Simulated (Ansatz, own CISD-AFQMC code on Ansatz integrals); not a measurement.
C2H5B, SMILES `BC=C` (charge 0, multiplicity 1).

Z-matrix (Å, degrees):
```
C
C 1 1.3412
H 2 1.0848 1 120.82
H 2 1.0856 3 116.29 1 -179.96
H 1 1.0876 2 117.53 3 179.81
B 1 1.5350 5 121.30 2 -179.81
H 6 1.1924 1 121.76 5 0.34
H 6 1.1940 7 119.30 1 -179.94
```
Charge 0, multiplicity 1.

Frozen-core correlation energies in cc-pVDZ at a geometry from B3LYP-D3(BJ)/def2-TZVP, on an HF energy of -103.29827 Ha (<S^2> = 0.00, restricted and unstable towards unrestricted orbitals). Wave-function levels are from Ansatz, the walk from an own CISD-AFQMC code on Ansatz integrals (time step 0.005/Ha, trial state from CCSD amplitudes, largest double 0.08).

```tsv
level	correlation energy (mHa)
MP2	-349.4
CCSD	-390.8
CCSD(T)	-403.8
```

Problem. What correlation energy does phaseless AFQMC give, and where does it lie among these levels?

Solution. -405.4 ± 0.4 mHa (one standard error). AFQMC minus each level: MP2 -56.0 mHa, CCSD -14.6 mHa, CCSD(T) -1.5 mHa.
